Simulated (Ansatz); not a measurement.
CH3BFNS, SMILES `N=C(F)BS`. Total charge 0; spin multiplicity 1. The geometry is a stationary point of PBE0-D4/def2-TZVP. It is one conformer, not always the lowest.

```xyz
8

N    -0.463   -0.047    1.341
C    -0.666   -0.233    0.119
F    -1.853   -0.708   -0.328
B     0.390    0.050   -1.020
S     1.978    0.668   -0.596
H    -1.271   -0.290    1.914
H     0.134   -0.147   -2.164
H     1.750    0.705    0.734
```

**Question.** What is the dipole moment at r2SCAN/def2-TZVPP? (Best estimate.)

**Answer.** Ansatz gave: 0.62 D, with components (-0.09, 0.02, 0.61) D in this frame, pointing from negative to positive charge.

**Question.** And with PBE, B3LYP, ωB97M-V? (Estimate.)

**Answer.** The calculation gave: PBE 0.63 D, B3LYP 0.57 D, ωB97M-V 0.55 D.

**Question.** Give the Mulliken charges with r2SCAN, PBE, B3LYP in def2-TZVPP. (An estimate is asked.)

**Answer.** Computed: 
```
atom  r2SCAN    PBE  B3LYP
  N1   -0.30  -0.24  -0.25
  C2    0.22   0.15   0.21
  F3   -0.19  -0.15  -0.20
  B4    0.02   0.00   0.00
  S5   -0.08  -0.10  -0.11
  H6    0.16   0.16   0.15
  H7    0.04   0.05   0.07
  H8    0.13   0.14   0.13
```

B3LYP here is the variant with VWN-RPA as its local correlation; programs differ in this.
